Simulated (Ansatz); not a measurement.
`C[O][Ge]([NH2])[Cl]` radical. The species carries charge 0 and has multiplicity 2. All single points use the PBE0-D4/def2-TZVP geometry. It is one conformer, not always the lowest.

```xyz
10

C     1.258   -0.543    1.280
O     0.193   -0.679    0.365
Ge   -0.758    0.719   -0.175
N    -1.615    0.032   -1.642
Cl    0.597    2.285   -0.869
H     1.970    0.228    0.966
H     0.902   -0.303    2.288
H     1.780   -1.501    1.320
H    -2.019   -0.881   -1.475
H    -2.307    0.642   -2.057
```

Q: What is the dipole moment at ωB97M-V/def2-TZVPP? (Best estimate.)

A: Ansatz gave: 2.35 D, with components (-1.95, -0.86, 1.01) D in this frame, pointing from negative to positive charge.

Q: And with PBE, r2SCAN, B3LYP? (An estimate is asked.)

A: The calculation gave: PBE 2.22 D, r2SCAN 2.29 D, B3LYP 2.30 D.

Q: Give the Mulliken charges with ωB97M-V, PBE, r2SCAN in def2-TZVPP. (Estimate.)

A: The calculation gave: 
| atom | ωB97M-V | PBE | r2SCAN |
| --- | --- | --- | --- |
| C1 | -0.17 | -0.13 | 0.02 |
| O2 | -0.40 | -0.33 | -0.40 |
| Ge3 | 0.59 | 0.50 | 0.58 |
| N4 | -0.32 | -0.33 | -0.36 |
| Cl5 | -0.29 | -0.31 | -0.33 |
| H6 | 0.12 | 0.10 | 0.07 |
| H7 | 0.11 | 0.09 | 0.05 |
| H8 | 0.12 | 0.11 | 0.06 |
| H9 | 0.12 | 0.15 | 0.15 |
| H10 | 0.11 | 0.15 | 0.15 |

B3LYP here is the variant with VWN-RPA as its local correlation; programs differ in this.
